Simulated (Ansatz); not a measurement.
XSi4: r2SCAN-D4/def2-TZVPD single points in Ansatz on relaxed structures, gas phase. Each cluster is the lowest isomer that a short search found in that spin, judged at the geometry's level, and lower ones may exist. HOMO and LUMO are taken over both spins. Binding counts from free atoms in the multiplicity of their measured ground term, without zero-point energy. Singlets are spin-restricted. The spins of the ions were chosen, not always searched. A dash marks a value that wasn't run or was left out as unsound. The structures are stationary points that may keep the symmetry of their start. Remarks come from the PBE and PBE0 runs and from stability tests at other levels; not every state was tested. A HOMO above zero means that the electron is unbound at that level and held by the basis, or that self-interaction error raises the level; the energy of removing that electron tells which.

```json
{"species": "Si4O", "atoms": "5", "state": "singlet", "geometry": "PBE0-D4/def2-SVP", "HOMO (eV)": "-5.44", "LUMO (eV)": "-4.09", "gap (eV)": "1.34", "vertical EA (eV)": "2.01", "binding per atom (eV)": "3.59", "point group (within 0.1 Å)": "Cs", "remarks": "HOMO above zero (-1 doublet)"}
{"species": "GaSi4", "atoms": "5", "state": "doublet; reduced ion singlet", "geometry": "B3LYP-D4/def2-SVP", "HOMO (eV)": "-5.08", "LUMO (eV)": "-3.96", "gap (eV)": "1.12", "vertical EA (eV)": "2.12", "binding per atom (eV)": "2.90", "point group (within 0.1 Å)": "–", "remarks": "–"}
```

Q: Estimate the rows for TiSi4 (singlet, r2SCAN-D4/def2-SVP geometry).

A: 
```
species  atoms    state            geometry  HOMO (eV)  LUMO (eV)  gap (eV)  vertical EA (eV)  binding per atom (eV)  point group (within 0.1 Å)                                                                         remarks
  TiSi4      5  singlet  r2SCAN-D4/def2-SVP      -5.19      -3.32      1.87              1.55                      –                         C3v  HOMO above zero (-1 doublet), spin-contaminated (⟨S²⟩ up to 0.85) (-1 doublet)
```

The gap (eV) runs from 1.12 (GaSi4) to 1.87 (TiSi4). The vertical EA (eV) runs from 1.55 (TiSi4) to 2.12 (GaSi4).
